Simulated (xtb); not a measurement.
Input for xtb: GFN2-xTB on SiH4 (SMILES [SiH4]).

```
$ xtb mol.xyz --gfn 2 --sp --chrg 0 --uhf 0
5

Si     0.00000000    -0.00000000    -0.00000000
H      0.85467615     0.85467615     0.85467615
H     -0.85467615    -0.85467615     0.85467615
H     -0.85467615     0.85467615    -0.85467615
H      0.85467615    -0.85467615    -0.85467615
```

It printed:

```
[...]
           -------------------------------------------------
          |                Calculation Setup                |
           -------------------------------------------------



           -------------------------------------------------
          |                 G F N 2 - x T B                 |
           -------------------------------------------------

        Reference                      10.1021/acs.jctc.8b01176
      * Hamiltonian:
        H0-scaling (s, p, d)           1.850000    2.230000    2.230000
        zeta-weighting                 0.500000
      * Dispersion:
        s8                             2.700000
        a1                             0.520000
        a2                             5.000000
        s9                             5.000000
      * Repulsion:
        kExp                           1.500000    1.000000
        rExp                           1.000000
      * Coulomb:
        alpha                          2.000000
        third order                    shell-resolved
        anisotropic                    true
        a3                             3.000000
        a5                             4.000000
        cn-shift                       1.200000
        cn-exp                         4.000000
        max-rad                        5.000000


          ...................................................
          :                      SETUP                      :
          :.................................................:
          :  # basis functions                  14          :
          :  # atomic orbitals                  13          :
          :  # shells                            7          :
          :  # electrons                         8          :
          :  max. iterations                   250          :
          :  Hamiltonian                  GFN2-xTB          :
          :  restarted?                      false          :
          :  GBSA solvation                  false          :
          :  PC potential                    false          :
          :  electronic temp.          300.0000000     K    :
          :  accuracy                    1.0000000          :
          :  -> integral cutoff          0.2500000E+02      :
          :  -> integral neglect         0.1000000E-07      :
          :  -> SCF convergence          0.1000000E-05 Eh   :
          :  -> wf. convergence          0.1000000E-03 e    :
          :  Broyden damping             0.4000000          :
          :  net charge                          0          :
          :  unpaired electrons                  0          :
          ...................................................

 iter      E             dE          RMSdq      gap      omega  full diag
   1     -3.7176022 -0.371760E+01  0.566E+00    7.97       0.0  T
   2     -3.7952031 -0.776009E-01  0.164E+00    6.64       1.0  T
   3     -3.7954941 -0.290974E-03  0.695E-01    6.60       1.0  T
   4     -3.7955278 -0.336685E-04  0.878E-02    6.63       1.0  T
   5     -3.7955245  0.333492E-05  0.563E-02    6.64       1.0  T
   6     -3.7955309 -0.649379E-05  0.425E-03    6.63      10.5  T
   7     -3.7955308  0.145241E-06  0.109E-02    6.63       4.1  T
   8     -3.7955310 -0.165949E-06  0.170E-04    6.63     262.6  T
   9     -3.7955310 -0.266041E-10  0.329E-06    6.63   13599.8  T

   *** convergence criteria satisfied after 9 iterations ***

         #    Occupation            Energy/Eh            Energy/eV
      -------------------------------------------------------------
         1        2.0000           -0.7055813             -19.1998
         2        2.0000           -0.4262161             -11.5979
         3        2.0000           -0.4262161             -11.5979
         4        2.0000           -0.4262161             -11.5979 (HOMO)
         5                         -0.1826064              -4.9690 (LUMO)
         6                         -0.1826064              -4.9690
         7                         -0.1826064              -4.9690
         8                         -0.0954002              -2.5960
         9                         -0.0954002              -2.5960
       ...                                ...                  ...
        13                          0.6325613              17.2129
      -------------------------------------------------------------
                  HL-Gap            0.2436097 Eh            6.6290 eV
             Fermi-level           -0.3044113 Eh           -8.2835 eV

 SCC (total)                   0 d,  0 h,  0 min,  0.004 sec
 SCC setup                      ...        0 min,  0.000 sec (  4.265%)
 Dispersion                     ...        0 min,  0.000 sec (  1.280%)
 classical contributions        ...        0 min,  0.000 sec (  0.939%)
 integral evaluation            ...        0 min,  0.000 sec ( 11.391%)
 iterations                     ...        0 min,  0.002 sec ( 57.353%)
 molecular gradient             ...        0 min,  0.001 sec ( 16.639%)
 printout                       ...        0 min,  0.000 sec (  7.643%)

         :::::::::::::::::::::::::::::::::::::::::::::::::::::
         ::                     SUMMARY                     ::
         :::::::::::::::::::::::::::::::::::::::::::::::::::::
         :: total energy              -3.763364499199 Eh    ::
         :: gradient norm              0.013857781355 Eh/a0 ::
         :: HOMO-LUMO gap              6.628956684672 eV    ::
         ::.................................................::
         :: SCC energy                -3.795530917190 Eh    ::
         :: -> isotropic ES            0.009639904798 Eh    ::
         :: -> anisotropic ES          0.003647459267 Eh    ::
         :: -> anisotropic XC          0.004674336535 Eh    ::
         :: -> dispersion             -0.001522297746 Eh    ::
         :: repulsion energy           0.032166417991 Eh    ::
         :: add. restraining           0.000000000000 Eh    ::
         :: total charge               0.000000000000 e     ::
         :::::::::::::::::::::::::::::::::::::::::::::::::::::

           -------------------------------------------------
          |                Property Printout                |
           -------------------------------------------------

    * Orbital Energies and Occupations

         #    Occupation            Energy/Eh            Energy/eV
      -------------------------------------------------------------
         1        2.0000           -0.7055813             -19.1998
         2        2.0000           -0.4262161             -11.5979
         3        2.0000           -0.4262161             -11.5979
         4        2.0000           -0.4262161             -11.5979 (HOMO)
         5                         -0.1826064              -4.9690 (LUMO)
         6                         -0.1826064              -4.9690
         7                         -0.1826064              -4.9690
         8                         -0.0954002              -2.5960
         9                         -0.0954002              -2.5960
        10                          0.3856448              10.4939
        11                          0.6325613              17.2129
        12                          0.6325613              17.2129
        13                          0.6325613              17.2129
      -------------------------------------------------------------
                  HL-Gap            0.2436097 Eh            6.6290 eV
             Fermi-level           -0.3044113 Eh           -8.2835 eV

     #   Z          covCN         q      C6AA      α(0)
     1  14 Si       3.653     0.440    98.985    19.073
     2   1 H        0.913    -0.110     5.930     3.809
     3   1 H        0.913    -0.110     5.930     3.809
     4   1 H        0.913    -0.110     5.930     3.809
Note: The following floating-point exceptions are signalling: IEEE_DENORMAL
normal termination of xtb
     5   1 H        0.913    -0.110     5.930     3.809

 Mol. C6AA /au·bohr⁶  :        383.711320
 Mol. C8AA /au·bohr⁸  :      13809.493515
 Mol. α(0) /au        :         34.309010


Wiberg/Mayer (AO) data.
largest (>0.10) Wiberg bond orders for each atom

 ---------------------------------------------------------------------------
     #   Z sym  total        # sym  WBO       # sym  WBO       # sym  WBO
 ---------------------------------------------------------------------------
     1  14 Si   3.620 --     4 H    0.905     3 H    0.905     5 H    0.905
                             2 H    0.905
     2   1 H    0.988 --     1 Si   0.905
     3   1 H    0.988 --     1 Si   0.905
     4   1 H    0.988 --     1 Si   0.905
     5   1 H    0.988 --     1 Si   0.905
 ---------------------------------------------------------------------------

Topologies differ in total number of bonds
Writing topology from bond orders to xtbtopo.mol

molecular dipole:
                 x           y           z       tot (Debye)
 q only:       -0.000       0.000       0.000
   full:        0.000      -0.000      -0.000       0.000
molecular quadrupole (traceless):
                xx          xy          yy          xz          yz          zz
 q only:        0.000       0.000       0.000       0.000      -0.000       0.000
  q+dip:       -0.000       0.000       0.000       0.000      -0.000       0.000
   full:       -0.000       0.000       0.000       0.000       0.000      -0.000


           -------------------------------------------------
          | TOTAL ENERGY               -3.763364499199 Eh   |
          | GRADIENT NORM               0.013857781355 Eh/α |
          | HOMO-LUMO GAP               6.628956684672 eV   |
           -------------------------------------------------

------------------------------------------------------------------------
------------------------------------------------------------------------
 total:
 SCF:
```

The run finished.

Cost: roughly 0.07 core-seconds.
